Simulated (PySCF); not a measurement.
SMILES C[Si](C)(C)[Si](C)(O)O (C4H14O2Si2), GFN2-xTB optimised geometry.

```
22

Si    -1.16     0.01     0.00
C     -1.86    -0.90     1.54
C     -1.86    -0.90    -1.54
C     -1.90     1.77     0.00
Si     1.16     0.01     0.00
C      1.90    -1.76    -0.02
O      1.78     0.86     1.24
O      1.78     0.89    -1.23
H     -2.94    -0.93     1.52
H     -1.50    -1.93     1.59
H     -1.57    -0.41     2.46
H     -1.56    -0.41    -2.46
H     -2.94    -0.93    -1.52
H     -1.50    -1.93    -1.59
H     -1.58     2.33     0.87
H     -1.58     2.33    -0.87
H     -2.99     1.75     0.00
H      1.59    -2.33     0.85
H      2.99    -1.72    -0.02
H      1.59    -2.31    -0.89
H      1.71     0.54     2.14
H      1.71     0.58    -2.13
```

Density from PBE0/def2-SVP in PySCF at that geometry.

Minimum of the electron density along straight lines between bonded atoms, close to the bond critical point (lines longer than 1.1 times the sum of covalent radii, or with two minima, are not listed):

| bond | length / Å | ρ at the minimum / e bohr⁻³ | ∇²ρ there / e bohr⁻⁵ | position (fraction from the first atom) |
|---|---|---|---|---|
| Si1–C2 | 1.917 | 0.107 | 0.31 | 0.38 |
| Si1–C3 | 1.917 | 0.107 | 0.31 | 0.38 |
| Si1–C4 | 1.914 | 0.108 | 0.31 | 0.38 |
| Si5–C6 | 1.912 | 0.110 | 0.31 | 0.38 |
| Si5–O7 | 1.631 | 0.128 | 1.07 | 0.41 |
| Si5–O8 | 1.631 | 0.128 | 1.07 | 0.41 |
| C2–H9 | 1.086 | 0.271 | -0.97 | 0.62 |
| C2–H10 | 1.086 | 0.271 | -0.96 | 0.62 |
| C2–H11 | 1.087 | 0.271 | -0.96 | 0.62 |
| C3–H12 | 1.087 | 0.271 | -0.96 | 0.62 |
| C3–H13 | 1.086 | 0.271 | -0.97 | 0.62 |
| C3–H14 | 1.086 | 0.271 | -0.96 | 0.62 |
| C4–H15 | 1.086 | 0.272 | -0.97 | 0.62 |
| C4–H16 | 1.086 | 0.272 | -0.97 | 0.62 |
| C4–H17 | 1.087 | 0.271 | -0.96 | 0.62 |
| C6–H18 | 1.086 | 0.270 | -0.95 | 0.62 |
| C6–H19 | 1.087 | 0.270 | -0.96 | 0.63 |
| C6–H20 | 1.086 | 0.270 | -0.95 | 0.62 |
| O7–H21 | 0.951 | 0.360 | -2.45 | 0.82 |
| O8–H22 | 0.951 | 0.360 | -2.45 | 0.82 |
